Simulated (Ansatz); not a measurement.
`CC[AsH]C` at its PBE0-D4/def2-TZVP geometry, where that method's forces vanish. Charge 0, multiplicity 1.

```xyz
13

C     1.9141    0.5439    0.6725
C     0.5565   -0.1300    0.5906
As   -0.7117    0.8936   -0.5272
C    -2.1125   -0.4816   -0.6707
H     2.5918   -0.0075    1.3301
H     2.3878    0.6051   -0.3108
H     1.8319    1.5621    1.0612
H     0.6392   -1.1454    0.1968
H     0.0994   -0.2003    1.5817
H    -0.0312    0.5477   -1.8507
H    -2.6489   -0.5308    0.2779
H    -2.8193   -0.1943   -1.4496
H    -1.6971   -1.4624   -0.9018
```

Problem. What forces (eV/Å) does r2SCAN-D4/def2-TZVPP give on these atoms in Ansatz 0.2.0? (Best estimate.)

Solution. The calculation gave: 
```
C1   0.123  0.065  0.005
C2  -0.033 -0.130  0.053
As3 -0.014  0.167 -0.065
C4  -0.074 -0.085 -0.012
H5  -0.009  0.008 -0.009
H6  -0.011  0.001  0.017
H7   0.003 -0.020 -0.009
H8  -0.001  0.001  0.004
H9  -0.003 -0.001 -0.008
H10 -0.002 -0.013  0.021
H11  0.016  0.002 -0.022
H12  0.016 -0.011  0.020
H13 -0.009  0.017  0.004
```
